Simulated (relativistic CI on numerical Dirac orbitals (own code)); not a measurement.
**Radial parameters of Ba XXX**

Method of calculation: Dirac-Coulomb-Breit CI, separate exchange-only KLI orbitals for each configuration, model QED (radiative potential, 1s self-energy scaled to tabulated hydrogen-like ionisation energies), unscaled Slater integrals (own radial code, finite nucleus).

Slater integrals F^k, G^k are unscaled and averaged over j, outside the closed core [Ne]; ζ comes from projecting the Hamiltonian with its Breit term on Σ l·s of the shell.

- 3s2 3p6 3d9: ζ(3d) = 52683 cm⁻¹; <r>(3d) = 0.2549, <r^2>(3d) = 0.07595 (bohr units).
- 3s2 3p5 3d10: ζ(3p) = 419100 cm⁻¹; <r>(3p) = 0.2807, <r^2>(3p) = 0.09117 (bohr units).
- 3s2 3p6 3d8 4s: F^2(3d,3d) = 400580, F^4(3d,3d) = 257620, ζ(3d) = 53819, G^2(3d,4s) = 40310 cm⁻¹; <r>(3d) = 0.2526, <r^2>(3d) = 0.07453, <r>(4s) = 0.5736, <r^2>(4s) = 0.3695 (bohr units).

(1) Give the Racah parameters of the d shell in 3s2 3p6 3d8 4s.

Averages of the first 10 configurations, taken without configuration mixing, which lowers the lowest level and can move excited configurations by several eV; other configurations of the list can lie among them:

```csv
Configuration,Parity,States,Average energy above the lowest level (eV)
3s2 3p6 3d9,even,10,6.6
3s2 3p5 3d10,odd,6,300.7
3s 3p6 3d10,even,2,504.2
3s2 3p6 3d8 4s,even,90,718.7
3s2 3p6 3d8 4p,odd,270,792.2
3s2 3p6 3d8 4d,even,450,894.6
3s2 3p4 3d10 4s,even,30,1300.4
3s2 3p6 3d8 4f,odd,630,992.6
3s2 3p5 3d9 4s,odd,120,1006.8
3s2 3p4 3d10 4p,odd,90,1374.2
```

Answers

(1) B = F²/49 − 5F⁴/441 = 5254 cm⁻¹ and C = 35F⁴/441 = 20446 cm⁻¹.
